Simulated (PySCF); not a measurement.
Can point charges reproduce the dipole moment of `C(=C)[C@@H]1C([C@H]1C#C)=C`?

Coordinates (GFN2-xTB, Å) and charges (e) from the PBE0/pcSseg-1 density (PySCF):

```csv
atom,x,y,z,Mulliken,IAO,Hirshfeld,ESP-fitted
C1,-1.998,2.696,0.199,-0.3709,-0.2523,-0.1240,-0.4959
C2,-1.436,1.684,-0.113,+0.3354,-0.0215,-0.0422,+0.0701
C3,-0.749,0.484,-0.462,-0.2137,-0.1610,-0.0277,-0.1101
C4,-0.874,-0.717,0.376,-0.1351,+0.0207,+0.0043,+0.1384
C5,-1.607,-1.723,0.770,-0.1137,-0.3159,-0.0934,-0.5386
C6,0.408,0.002,0.441,-0.1739,-0.1283,-0.0302,-0.0708
C7,1.612,-0.557,-0.188,-0.1095,-0.1277,-0.0379,-0.1013
C8,2.841,-0.356,0.258,-0.1378,-0.3246,-0.1058,-0.4765
H9,-2.496,3.581,0.457,+0.0395,+0.2008,+0.0891,+0.3221
H10,-0.627,0.338,-1.531,+0.1629,+0.1754,+0.0628,+0.1449
H11,-2.616,-1.862,0.415,+0.1249,+0.1614,+0.0538,+0.2174
H12,-1.233,-2.452,1.471,+0.1249,+0.1616,+0.0538,+0.2145
H13,0.591,0.596,1.331,+0.1404,+0.1645,+0.0570,+0.1527
H14,1.439,-1.163,-1.069,+0.0971,+0.1457,+0.0472,+0.1432
H15,3.699,-0.782,-0.232,+0.1168,+0.1547,+0.0476,+0.1945
H16,3.037,0.241,1.133,+0.1127,+0.1465,+0.0457,+0.1954
```

What dipole does each set of charges give (1 e·Å = 4.803 D), and what does the density give?

The full density gives (0.23, -0.60, 0.04) D, 0.64 D in size; dipole vectors point from the negative to the positive end.

```csv
scheme,μx,μy,μz,size (D),share of the full size (%),angle to the full dipole (°)
Mulliken,1.91,-2.75,-0.27,3.35,523,16
IAO,0.27,-0.74,-0.02,0.79,123,5
Hirshfeld,0.24,-0.68,0.01,0.72,112,4
ESP-fitted,0.25,-0.61,0.02,0.66,102,2
```

Which set comes closest?

Length of the difference vector: ESP-fitted 0.03 D, Hirshfeld 0.09 D, IAO 0.16 D, Mulliken 2.74 D. Closest: ESP-fitted. The schemes that divide the density aren't constrained to reproduce the dipole.

What is left for the Hirshfeld atoms' own dipoles?

The Hirshfeld atoms' densities add up to the full density, so μ = Σ q r + Σ (atomic dipoles). The atomic dipoles sum to (0.23, -0.60, 0.04) − (0.24, -0.68, 0.01) = (-0.01, 0.08, 0.03) D, 0.09 D in size.

With the origin at the mean of the coordinates, (0.000, 0.001, 0.204) Å, which are the largest single terms, by size, of the ESP-fitted dipole along the direction of the full one?

C1 +7.69, H9 -6.53, C8 -3.12, C5 -2.74, H12 +1.97 D; all 16 atoms together +0.66 D. The single terms depend on the origin, their sum doesn't.

Give the size of the full dipole in other units.

0.64 D = 0.252 au = 0.133 e·Å = 2.14 × 10⁻³⁰ C·m.

Isolated species at its GFN2-xTB geometry (one conformer only).

The values belong to the conformer `[CH:1]#[C:2][C@@H:3]1[C:4](=[CH2:5])[C@H:6]1[CH:7]=[CH2:8]`: C4–C6–C7–C8 -149°.
